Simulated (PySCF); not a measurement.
C3H13NSi2.
Structure used (PBE0-D3(BJ)/def2-SVP), in Å, numbered top down from 1:
```
atom  x, y, z in Å
C1    -1.8409    1.1649    0.5790
N2    -1.3764   -0.1674    0.2914
C3    -2.4330   -1.1404    0.1809
Si4    0.1848   -0.4553   -0.4189
C5     1.5132    0.5298    0.4713
Si6    3.2802    0.0454    0.0466
H7    -2.4732    1.5888   -0.2287
H8    -0.9952    1.8517    0.7337
H9    -2.4448    1.1789    1.5056
H10   -3.1374   -0.9255   -0.6491
H11   -2.0186   -2.1459    0.0124
H12   -3.0302   -1.1798    1.1115
H13    0.4311   -1.9251   -0.2955
H14    0.2782   -0.1068   -1.8807
H15    1.3945    1.6018    0.2364
H16    1.3690    0.4159    1.5596
H17    3.5226    0.1713   -1.4240
H18    3.5479   -1.3706    0.4456
H19    4.2569    0.9267    0.7589
```

The calculation used core-valence-separated Tamm–Dancoff BHandHLYP/aug-pcX-1 (pcseg-1 on H, def2-SVPD on Si) in PySCF, non-relativistic, gas phase, PBE0-D3(BJ)/def2-SVP geometry. Absolute energies from this functional tend to lie a few eV below measured edges; no shift was applied.

Question: What does the N 1s absorption edge look like?

Answer: 
```
E (eV)       f  core hole on  main final orbital
400.13  0.0104            N2       LUMO+4 (40 %)
400.42  0.0046            N2         LUMO (80 %)
400.73  0.0031            N2       LUMO+1 (76 %)
400.96  0.0081            N2       LUMO+2 (64 %)
401.37  0.0019            N2       LUMO+3 (67 %)
401.46  0.0117            N2              spread
401.62  0.0025            N2              spread
```

The first line with a tenth or more of the strongest one's intensity is at 400.13 eV (f = 0.010), with the hole on N2 (silicon-bound nitrogen). The strongest listed is at 401.46 eV (f = 0.012; N2).

Question: List the carbon K-edge absorption lines.

Answer: 
```tsv
E (eV)	f	core hole on	main final orbital
284.96	0.0052	C5	LUMO (63 %)
285.56	0.0287	C5	spread
285.82	0.0152	C5	spread
285.86	0.0185	C5	LUMO+4 (38 %)
286.16	0.0216	C1/C3	LUMO/LUMO+1 (2 roots, f summed)
286.39	0.0200	C5	spread
286.57	0.0033	C5	spread
286.78	0.0008	C5	spread
286.88	0.0631	C1/C3	spread (2 roots, f summed)
286.92	0.0076	C5	spread
286.98	0.0673	C1/C3	spread (2 roots, f summed)
287.13	0.0105	C3	spread
```

The first line with a tenth or more of the strongest one's intensity is at 285.56 eV (f = 0.029), with the hole on C5 (sp3 carbon bound to silicon). The strongest listed is at 286.98 eV (f = 0.067, sum of 2; C1/C3).

Roots within 0.03 eV whose holes lie on the same, on equivalent or on shared atoms are summed into one line, and the highest roots are left out, as the search may have cut off their partners. Final orbitals are the ground state's empty Kohn–Sham orbitals.

Question: What are the wavelength and the wavenumber of the 401.37 eV line?

Answer: λ = 12398.42 eV Å/401.37 eV = 30.890 Å; 3.2373 × 10⁶ cm⁻¹.

Only the lowest roots of each edge were sought.

On one thread of an Intel Xeon Platinum 8488C, no GPU, shared host with 96 logical CPUs at a one-minute load of 56, this took 37 s and 1.1 GiB of memory at its peak.

One conformer stands for the species.
